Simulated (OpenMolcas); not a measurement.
Pt3+: moving or changing the point charges

Pt3+ among 6 point charges of -1.7 e arranged as a tetragonal octahedron (D4h), 1.99 Å from the ion, with the axial distance 1.771 Å.
```
   1.9900    0.0000    0.0000  -1.70
   0.0000    1.9900    0.0000  -1.70
  -1.9900    0.0000    0.0000  -1.70
   0.0000   -1.9900    0.0000  -1.70
   0.0000    0.0000    1.7711  -1.70
   0.0000    0.0000   -1.7711  -1.70
```

```yaml
Program: OpenMolcas
Method: "SS-CASPT2, IPEA 0.25 Eh, imaginary shift 0.1 Eh (closed shells correlated: 5s 5p)"
Basis: ANO-RCC-VDZP [7s6p4d2f]
Scalar_Hamiltonian: DKH2, point nucleus
Active_space: 7 electrons in 5 orbitals (5d)
State_averaging: 2S+1 = 4 even, 10 roots; 2S+1 = 2 even, 40 roots
Spin-orbit_coupling: RASSI with atomic mean-field integrals over the reference wave functions
```

Runs around this geometry, states (labels of D4, the rotations of D4h). Energies in cm-1 above the lowest state or level, χT in cm3 K/mol.

```
R (Å)  q (e)  Axial / equatorial distance  Ground state  First state of that spin  First gap with spin-orbit (degeneracies)  χT at 300 K  First state of another spin
 1.99  -0.85                         0.89            4E                  4A2 1100                               1150 (2, 2)        3.727                     2B1 9240
  1.9   -1.7                         0.89           2B1                  2A1 8610                               1690 (2, 2)        1.351                       4E 640
 1.99   -1.7                         0.89            4E                  4A2 2650                                210 (2, 2)        2.248                     2B1 2380
 2.14   -1.7                         0.89            4E                  4A2 2070                                880 (2, 2)        3.570                     2B1 6040
 1.99   -1.7                         0.96            4E                   4A2 930                                690 (2, 2)        3.263                     2B1 5440
```

Scaling the charges by -0.85 / -1.7 = 0.50 scales the first state of the same spin by 1100 / 2650 = 0.42; with fixed orbitals a first-order splitting would follow the charge.

The ground state changes within this set.

Free-ion shares, where given, are those of the reference states; single-state CASPT2 does not remix them. Spin-orbit coupling mixes the spin-free states strongly: the lowest level takes only 49 % from its leading state, 2B1 (figures for R = 1.9, q = -1.7, ratio = 0.89; the like holds for R = 1.99, q = -1.7, ratio = 0.89). An orbital doublet at a regular site is open to a Jahn-Teller distortion, which this geometry leaves out (holds for R = 1.99, q = -0.85, ratio = 0.89; R = 2.14, q = -1.7, ratio = 0.89; R = 1.99, q = -1.7, ratio = 0.96). This shell can be high or low spin here, a state of another spin lies low, and with metal d orbitals alone active their balance is uncertain, so the ground spin may be wrong (holds for R = 1.99, q = -0.85, ratio = 0.89; R = 1.99, q = -1.7, ratio = 0.89; R = 2.14, q = -1.7, ratio = 0.89; R = 1.99, q = -1.7, ratio = 0.96). Point charges give a weaker field than real ligands, and real ions of this kind are as a rule low spin; the high spin found here belongs to the model (holds for R = 1.99, q = -0.85, ratio = 0.89; R = 1.99, q = -1.7, ratio = 0.89; R = 2.14, q = -1.7, ratio = 0.89; R = 1.99, q = -1.7, ratio = 0.96). This shell can be high or low spin here, a state of another spin lies low, and with metal d orbitals alone active their balance is uncertain, so the ground spin may be wrong, although the usual error favours high spin (holds for R = 1.9, q = -1.7, ratio = 0.89). Point charges carry no covalency, so the field is a model and not that of real ligands. No measured value stands beside these numbers.
